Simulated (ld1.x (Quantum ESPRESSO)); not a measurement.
**What one change does to a pseudopotential (Ru (Z = 44), RRKJ)**

| Quantity | Value |
| --- | --- |
| Element | ruthenium (Ru) |
| Generator | ld1.x (Quantum ESPRESSO) 7.5 |
| Type | norm-conserving RRKJ (Kleinman–Bylander form) |
| Functional | PBE |
| Relativity | scalar-relativistic |
| Frozen core | [Ar] 3d10 |
| Valence charge | 16 |
| Reference configuration | 4s2 4p6 4d7 5s0 5p1 |
| Partial waves | 4s (bound): rc 1.65 bohr; 4d (bound): rc 2.15 bohr; 4p (bound): rc 1.05 bohr |
| Local potential | the p channel |
| Core correction | none |

Occupied shells without a wave of their own: 5p. They enter only through the test configuration that unscreens the potential.

Change: core correction a·sin(br)/r model core inside 0.68 bohr (5p counted twice).

Cutoffs: the cutoffs (Ry, on a coarse ladder) from which the occupation-weighted sum of valence levels, in a spherical-Bessel basis at the reference potential, stays within 10 and 1 mRy of its value at 400 Ry; they do not see the model core or the augmentation charge, which bear on the density cutoff. Errors are all-electron minus pseudo energies relative to the spin-unpolarised reference configuration.

Problem. What does the change do?

Solution. The potential gets neither clearly harder nor softer (120 Ry and 160 Ry → 120 Ry and 160 Ry); of the 7 tests that both files solve, the error grows in 3 and shrinks in 1 by more than 15 % and 0.3 meV (median size 201.1 → 291.8 meV); neither file shows a bound ghost. In the changed file ld1.x takes every shell without a wave as core, so the model core holds the 5p electrons as well and exchange and correlation see them twice. This cancels in the reference configuration, but the file is broken for other ones, and its errors say nothing about a proper core correction. A model core, the more so a compact one, raises the density cutoff, which this test does not measure.

| quantity | base | changed |
| --- | --- | --- |
| cutoff, loose | 120 Ry | 120 Ry |
| cutoff, tight | 160 Ry | 160 Ry |
| bound ghosts | none | none |
| error for 4s2 4p6 4d7 5s1 5p0, meV [ΔE -3.46 eV] | +364 | +342 |
| error for 4s2 4p6 4d7 5s0 5p0, meV [ΔE 3.83 eV] | -18 | -121 |
| error for 4s2 4p6 4d6 5s0 5p0, meV [ΔE 22.02 eV] | -38 | -222 |
| error for 4s2 4p6 4d7 5s0.5 5p0, meV [ΔE -0.60 eV] | +201 | +153 |
| error for 4s2 4p6 4d6 5s1 5p1, meV [ΔE 2.19 eV] | +518 | +502 |
| error for 4s2 4p6 4d6 5s1 5p0, meV [ΔE 6.65 eV] | +575 | +509 |
| error for 4s2 4p6 4d5 5s0 5p0, meV [ΔE 52.64 eV] | -32 | -292 |
| s: phases at 2.36 bohr within 0.05 rad from the reference energy up to (Ry; the scan ends near 5) | -0.9 | -0.9 |
| p: phases at 2.36 bohr within 0.05 rad from the reference energy up to (Ry; the scan ends near 5) | to the end of the scan | to the end of the scan |
| d: phases at 2.36 bohr within 0.05 rad from the reference energy up to (Ry; the scan ends near 5) | 2.3 | 2.3 |

Base: The 5p level has no wave, so the channel is fitted at the deeper level alone: the likely source of the large errors.
